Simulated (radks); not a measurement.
Task: Neutral neodymium: order these configurations by energy. Method: scalar-relativistic Kohn-Sham, BLYP, spin-polarised, spherical densities, finite nucleus; Fermi nuclear charge, rms radius of each element as measured or else 0.836 A^(1/3) + 0.57 fm; computed with a radial shooting solver on a logarithmic mesh with Libxc functionals. Open shells are filled with parallel spins first. [Xe] 4f3 5d1 6s2; [Xe] 4f3 6s2 6p1; [Xe] 4f4 5d1 6s1; [Xe] 4f4 6s1 6p1; [Xe] 4f4 6s2.

Result: From the lowest, in eV above it: [Xe] 4f4 6s2 0.000; [Xe] 4f4 5d1 6s1 1.220; [Xe] 4f4 6s1 6p1 1.931; [Xe] 4f3 5d1 6s2 2.370; [Xe] 4f3 6s2 6p1 4.718.
